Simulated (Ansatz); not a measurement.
Reaction (hydrogenolysis of the Si–C bond): `C=C[SiH2][SiH2]O` + H₂ → `O[SiH2][SiH3]` + `C=C`

Isolated molecules relaxed with PBE0-D4/def2-TZVP in Ansatz; ΔE leaves out vibrations. CBS: MP2 limit from def2 TZ/QZ plus the TZ coupled-cluster correction, frozen cores. This one scheme is used for every species. DFT in def2-TZVPP. Each species was taken in one conformer, which may not be the lowest.

`C=C[SiH2][SiH2]O`:

Z-matrix (Å, degrees):
```
Si
C 1 1.861
Si 1 2.342 2 110.4
H 1 1.490 2 110.8 3 120.6
H 1 1.491 2 109.1 3 -119.8
C 2 1.330 1 123.6 3 115.1
H 2 1.089 1 118.1 3 -63.0
O 3 1.657 1 106.1 2 55.9
H 3 1.494 1 111.6 2 177.0
H 3 1.494 1 110.8 2 -64.5
H 6 1.087 2 121.8 1 1.6
H 6 1.087 2 122.1 1 -178.4
H 8 0.958 3 117.6 1 -178.8
```

H₂:

Z-matrix (Å, degrees):
```
H
H 1 0.746
```

`O[SiH2][SiH3]`:

Z-matrix (Å, degrees):
```
Si
Si 1 2.347
O 1 1.654 2 112.4
H 1 1.484 2 110.6 3 117.6
H 1 1.493 2 108.5 3 -123.5
H 2 1.489 1 110.0 3 177.8
H 2 1.491 1 110.1 3 58.6
H 2 1.488 1 111.4 3 -61.5
H 3 0.958 1 117.6 2 -58.8
```

`C=C`:

Cartesian coordinates in Å:
```
C 0.322 0.573 -0.070
C -0.322 -0.573 0.070
H 1.311 0.726 0.350
H -0.111 1.408 -0.610
H -1.311 -0.726 -0.350
H 0.111 -1.408 0.610
```

Q: Is it downhill or uphill in electronic energy at CCSD(T)/CBS, and by how much? (Estimate.)

A: The calculation gave: Downhill: ΔE = -0.20 eV.

Q: What do these levels give: r2SCAN, PBE0, HF/def2-TZVPP, CCSD/def2-TZVPP, MP2/def2-QZVPP, MP2/CBS(def2)? (Estimate.)

A: Ansatz gave: r2SCAN -0.21, PBE0 -0.28, HF/def2-TZVPP -0.46, CCSD/def2-TZVPP -0.28, MP2/def2-QZVPP -0.13, MP2/CBS(def2) -0.12 eV.

Largest T1 diagnostic among the species: 0.012.

The D4 term adds +0.12 eV with B3LYP and +0.07 eV with PBE0; it sums over pairs of atoms, weighted by their polarisabilities, and B3LYP, whose exchange is more repulsive, gets the larger term. In def2-TZVPP, CCSD(T) changes the Hartree–Fock value by +0.23 eV (the triples alone add +0.05 eV) and MP2 by +0.31 eV.

B3LYP here is the variant with VWN-RPA as its local correlation; programs differ in this.
